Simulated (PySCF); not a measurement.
Input file for PySCF: R-HF/3-21G on SiCl+, 2S+1 = 1, a spin state set in the input, which need not be the lowest, a point of a bond scan (R = 2.141 Å). Charge +1.

```python
from pyscf import gto, scf, dft, mp
from pyscf.data.elements import chemcore

mol = gto.M(
    atom='''
    Si    0.00000000    0.00000000    0.00000000
    Cl    0.00000000    0.00000000    2.14059300
    ''',
    basis='3-21g',
    charge=1, spin=0, verbose=3, max_memory=1800)
mf = scf.RHF(mol)
mf.conv_tol = 1e-8
mf.max_cycle = 100
mf.kernel()
if not mf.converged:
    mf = mf.newton().run(mf.mo_coeff, mf.mo_occ)
```

Task: What total energy does the run end on?

Result: -744.4105 hartree.
